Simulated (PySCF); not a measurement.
Species: C5H8Cl2O.
SMILES with atom numbers: `[CH2:1]=[CH:2][C:3]([Cl:4])([Cl:5])[C@@H:6]([CH3:7])[OH:8]` (hydrogens: H9, H10 on C1; H11 on C2; H12 on C6; H13, H14, H15 on C7; H16 on O8)

Geometry (GFN2-xTB, Å), atoms numbered from 1 in this order:
```xyz
16
C5H8Cl2O angstrom
C      2.3996   -0.0284    0.1751
C      1.5288   -0.9952   -0.0492
C      0.0507   -0.8261   -0.1792
Cl    -0.4241   -1.5089   -1.7652
Cl    -0.7122   -1.8399    1.1036
C     -0.4920    0.6117   -0.0570
C     -2.0018    0.6882   -0.2779
O     -0.1281    1.1627    1.1793
H      2.1078    0.9979    0.3059
H      3.4503   -0.2474    0.2548
H      1.8556   -2.0212   -0.1582
H      0.0192    1.2178   -0.8138
H     -2.5221    0.0416    0.4255
H     -2.2624    0.3953   -1.2898
H     -2.3228    1.7134   -0.1137
H     -0.5540    0.6475    1.8775
```

Computed at PBE0/pcSseg-1 (PySCF, non-relativistic), with Q(35Cl) = −0.0817 b, Q(17O) = −0.0256 b: Cl4, 35Cl (I = 3/2): χzz = -77.54 MHz, η = 0.037; Cl5, 35Cl (I = 3/2): χzz = -74.76 MHz, η = 0.064; O8, 17O (I = 5/2): χzz = 11.72 MHz, η = 0.908.

Q: Where would the pure quadrupole (NQR) lines of 35Cl at Cl4 fall for the rigid, isolated species?

A: From ν = (|χ|/2)√(1 + η²/3): ν = 38.78 MHz (alkyl chlorine). For 37Cl the ratio of quadrupole moments, 0.7881, gives 30.56 MHz.

Q: Where would the pure quadrupole (NQR) lines of 35Cl at Cl5 fall for the rigid, isolated species?

A: From ν = (|χ|/2)√(1 + η²/3): ν = 37.41 MHz (alkyl chlorine). For 37Cl the ratio of quadrupole moments, 0.7881, gives 29.48 MHz.

Q: Where would the pure quadrupole (NQR) lines of 17O at O8 fall for the rigid, isolated species?

A: From the eigenvalues of H = χ/[4I(2I − 1)] × [3Iz² − I(I + 1) + η(Ix² − Iy²)], steps between neighbouring levels, labelled as for η = 0: ±1/2↔±3/2 2.916 MHz, ±3/2↔±5/2 3.148 MHz (alcohol oxygen).

Q: Apply the simplest Townes–Dailey estimate (no s hybridisation, no π bonding), ionic character = 1 − χzz/χ0, where χ0 is the coupling for one missing p electron along the bond: −109.74 MHz for 35Cl.

A: Cl4 on C3: 1 − (-77.54)/(-109.74) = 0.29; Cl5 on C3: 1 − (-74.76)/(-109.74) = 0.32. In this model a purely covalent bond gives χ0 and a free halide ion gives zero; s hybridisation or π bonding, where present, is counted here as ionic character.

In a crystal, neighbours and librations shift these lines. GFN2-xTB bond lengths can be off by several hundredths of an ångström, more for odd bonds, and the gradients follow them. With a basis this small, the couplings can be 20 % off.

These values come from a run that also computed NMR shieldings. On one thread of an Arm Neoverse N1 (shared host), this took 47 s wall.

One conformer stands for the species.
